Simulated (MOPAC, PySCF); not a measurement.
C₅H₈, SMILES `C=C1C[C@@H]1C`, neutral singlet in the gas phase. 

Cartesian coordinates (Å):
SMILES: C=C1C[C@@H]1C
```xyz
13

C      1.9804    -0.6249    -0.2269
C      0.8942     0.0345     0.1153
C      0.1130     0.6838     1.1701
C     -0.4074     0.5759    -0.2721
C     -1.5632    -0.3409    -0.5999
H      2.1346    -0.9679    -1.2435
H      2.7576    -0.8475     0.4950
H     -0.3609     0.0600     1.9209
H      0.4229     1.6587     1.5295
H     -0.3925     1.5068    -0.8327
H     -1.5390    -0.6400    -1.6501
H     -1.5192    -1.2487     0.0046
H     -2.5206     0.1503    -0.4103
```
Charge 0, spin multiplicity 1.

All levels are single points at this geometry (B3LYP-D3(BJ)/def2-TZVP); Pople sets use spherical d functions. Orbital energies aren't observables, and empty levels follow the basis.

PBE-D3(BJ)/def2-TZVP in PySCF gives dipole (D) = 0.53.

Q: Estimate the dipole (D) from each of these levels: B3LYP-D3(BJ)/def2-TZVP in PySCF; B3LYP/3-21G in PySCF; B3LYP/6-311+G** in PySCF; B3LYP/6-31G* in PySCF; BP86/6-31G* in PySCF; PBE/6-31G* in PySCF; SVWN5/6-31G* in PySCF; HF/3-21G in PySCF; HF/STO-3G in PySCF; AM1 in MOPAC; PM6 in MOPAC; PM7 in MOPAC.

A: 
| level | dipole (D) |
|---|---|
| B3LYP-D3(BJ)/def2-TZVP in PySCF | 0.53 |
| B3LYP/3-21G in PySCF | 0.41 |
| B3LYP/6-311+G** in PySCF | 0.54 |
| B3LYP/6-31G* in PySCF | 0.47 |
| BP86/6-31G* in PySCF | 0.50 |
| PBE/6-31G* in PySCF | 0.49 |
| SVWN5/6-31G* in PySCF | 0.52 |
| HF/3-21G in PySCF | 0.38 |
| HF/STO-3G in PySCF | 0.29 |
| AM1 in MOPAC | 0.19 |
| PM6 in MOPAC | 0.53 |
| PM7 in MOPAC | 0.44 |
